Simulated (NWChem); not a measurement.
Species: C3H4F2O; SMILES CC(F)(F)C=O

```xyz
10

C     -1.5122     0.3635     0.0000
C     -0.0075     0.3537     0.0000
F      0.4913     1.0073    -1.1057
F      0.4913     1.0073     1.1057
C      0.6508    -1.0413     0.0000
O      0.0342    -2.0815     0.0000
H     -1.8923    -0.1586     0.8974
H     -1.8683     1.4107     0.0000
H     -1.8923    -0.1586    -0.8974
H      1.7801    -0.9851     0.0000
```
Atoms are numbered in this order, from 1.

Level: PBE-D3(BJ)/def2-SVP (NWChem), optimised geometry, unscaled harmonic frequencies. 

**Question.** List the harmonic frequencies with IR intensities, and the thermochemistry.

**Answer.** 
| frequency (cm⁻¹) | IR intensity (km/mol) |
|---|---|
| 63 | 9.0 |
| 203 | 0.8 |
| 236 | 11.5 |
| 300 | 0.4 |
| 390 | 0.5 |
| 417 | 3.6 |
| 458 | 30.0 |
| 610 | 4.6 |
| 778 | 9.7 |
| 910 | 50.6 |
| 932 | 18.1 |
| 946 | 0.5 |
| 1143 | 143.2 |
| 1177 | 87.7 |
| 1249 | 11.9 |
| 1330 | 3.0 |
| 1367 | 70.5 |
| 1394 | 2.3 |
| 1403 | 1.5 |
| 1817 | 99.9 |
| 2831 | 90.8 |
| 3007 | 0.7 |
| 3113 | 1.5 |
| 3114 | 1.1 |

The zero-point energy is 41.7 kcal/mol and the thermal correction to the enthalpy at 298.15 K (with zero-point energy) is 46.4 kcal/mol. The heat capacity Cv is 21.7 cal/(mol K). The entropy at 298.15 K and 1 atm (symmetry number 1) is 79.6 cal/(mol K) and the dipole moment is 0.83 D.

Rigid rotor and harmonic oscillator; modes under 100 cm⁻¹ make the entropy uncertain.
